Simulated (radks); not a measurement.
Problem. The mean radii <r> (bohr) of the occupied orbitals of an atom or ion are listed with their occupations. Method: scalar-relativistic Kohn-Sham, r2SCAN, spin-unpolarised, spherical densities, finite nucleus; meta-GGA in the generalised Kohn-Sham scheme; Fermi nuclear charge, rms radius of each element as measured or else 0.836 A^(1/3) + 0.57 fm; computed with a radial shooting solver on a logarithmic mesh with Libxc functionals.

| orbital | occ. | <r> |
|---|---|---|
| 1s | 2 | 0.04149 |
| 2s | 2 | 0.1833 |
| 2p | 6 | 0.1601 |
| 3s | 2 | 0.5291 |
| 3p | 6 | 0.5398 |
| 3d | 10 | 0.5557 |
| 4s | 2 | 1.581 |
| 4p | 6 | 1.935 |

Name the element and its charge.

Solution. Z = 36, krypton, charge 0: Kr in [Kr]. The 1s radius gives Z: for a bare nucleus <r> = (2 gamma + 1)/(2Z) with gamma = sqrt(1 - (Z/c)^2), 0.04069 bohr for Z = 36, and screening makes it slightly larger (0.04149 here). The occupations add up to 36, and the charge is Z minus that.
